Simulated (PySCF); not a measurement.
## Correlation energy of Ir (iridium, neutral)

[Xe] 4f14 5d7 6s1 7s1, high-spin 6F determinant (an excited configuration). Calculation: PySCF 2.14, in aug-cc-pwCVDZ-PP with ECP60MDF (6s6p5d3f, 70 functions); scalar relativity through the core potential. Frozen: 5s2 5p6; 9 electrons correlated.

```csv
level,correlation energy (mhartree)
CCSD,-175.64
(T),-4.04
CCSD(T),-179.68
```

Diagnostics: T1 = 0.0097, D1 = 0.0361, largest double amplitude 0.031.

**Question.** Is a single reference adequate?

**Answer.** Yes, within this model without spin-orbit coupling: T1 lies below 0.03 and no double amplitude reaches 0.07.
